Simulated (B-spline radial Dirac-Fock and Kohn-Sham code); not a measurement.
Magnetic form factor of the 4f shell of Lu⁶⁺

System: lutetium as Lu⁶⁺, configuration 1s2 2s2 2p6 3s2 3p6 3d10 4s2 4p6 4d10 4f13 5s2 5p4.

Input file task.json (cfg lists n, l and occupation; rrms is the nuclear radius in fm):

```json
{"items": [{
  "Z": 71,
  "q": 6,
  "cfg": [[1, 0, 2], [2, 0, 2], [2, 1, 6], [3, 0, 2], [3, 1, 6], [3, 2, 10], [4, 0, 2], [4, 1, 6], [4, 2, 10], [4, 3, 13], [5, 0, 2], [5, 1, 4]],
  "A": 175,
  "rrms": 5.37,
  "do": ["scatter"],
  "s": [0.0, 0.08, 0.1, 0.12, 0.15, 0.18, 0.21, 0.26, 0.31, 0.38, 0.45, 0.55, 0.66, 0.79, 0.95, 1.15, 1.38, 1.67, 2.01, 2.42, 2.92, 3.51, 4.23],
  "pz": [0, 0.1, 0.15, 0.21, 0.31, 0.46, 0.67, 0.98, 1.4, 2.1, 3.1, 4.5, 6.5, 9.5, 14.0, 20.0, 30.0, 44.0, 64.0, 93.0, 140.0],
  "hv_scatter": [8047.8, 10000, 20000, 50000, 100000, 200000, 500000, 1000000]
}]}
```

Launch: `python xray_run.py task.json out`

These are calculated numbers from a radial B-spline solver; the model is relativistic Hartree-Fock (Dirac-Fock) wave functions, averaged over the configuration. ⟨j_K⟩ is the integral of the 4f radial density with the spherical Bessel function j_K(4πsr), s = sin θ/λ.

```csv
s (Å⁻¹),⟨j0⟩,⟨j2⟩,⟨j4⟩,⟨j6⟩
0,1.0000,0.0000,0.0000,0.0000
0.08,0.9753,0.0098,0.0001,0.0000
0.1,0.9617,0.0151,0.0001,0.0000
0.12,0.9455,0.0215,0.0003,0.0000
0.15,0.9165,0.0326,0.0006,0.0000
0.18,0.8827,0.0453,0.0012,0.0000
0.21,0.8447,0.0592,0.0021,0.0001
0.26,0.7747,0.0838,0.0045,0.0002
0.31,0.6993,0.1086,0.0080,0.0005
0.38,0.5914,0.1405,0.0152,0.0013
0.45,0.4872,0.1667,0.0245,0.0029
0.55,0.3541,0.1914,0.0400,0.0066
0.66,0.2356,0.2018,0.0575,0.0126
0.79,0.1332,0.1962,0.0754,0.0215
0.95,0.0531,0.1733,0.0901,0.0331
1.15,0.0018,0.1355,0.0970,0.0456
1.38,-0.0195,0.0940,0.0930,0.0549
```

Radial moments of the shell: ⟨r²⟩ = 0.5329, ⟨r⁴⟩ = 0.6249, ⟨r⁶⟩ = 1.376 in powers of bohr.
